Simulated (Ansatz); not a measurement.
Computed with Ansatz on PBE0-D4/def2-TZVP structures; ΔE is electronic, products minus reactants. CCSD(T)/CBS adds triple-zeta CCSD(T) − MP2 to the extrapolated MP2 energy (def2 sets, frozen cores). This one scheme is used for every species. DFT in def2-TZVPP. Each species was taken in one conformer, which may not be the lowest.

`BC[SiH](F)Cl` + SiH₄ → `F[SiH](Cl)C[SiH3]` + BH₃  (formal exchange of groups at a C–B bond)

CCSD(T)/CBS gives +20.1 kJ/mol.

Question: Another level gave +22.6 kJ/mol. Which?
A. HF/def2-TZVPP
B. r2SCAN/def2-TZVPP
C. PBE/def2-TZVPP
D. ωB97M-V/def2-TZVPP

Answer: D. ωB97M-V 22.6, PBE 31.1, HF/def2-TZVPP 17.3, r2SCAN 27.1 kJ/mol.

Largest T1 diagnostic among the species: 0.011.

The D4 term adds −3.3 kJ/mol with B3LYP and −1.9 kJ/mol with PBE0; it sums over pairs of atoms, weighted by their polarisabilities, and B3LYP, whose exchange is more repulsive, gets the larger term. From PBE to PBE0 (25 % exact exchange), in def2-TZVPP and without D4, ΔE moves by −3.9 kJ/mol.

B3LYP here is the variant with VWN-RPA as its local correlation; programs differ in this.
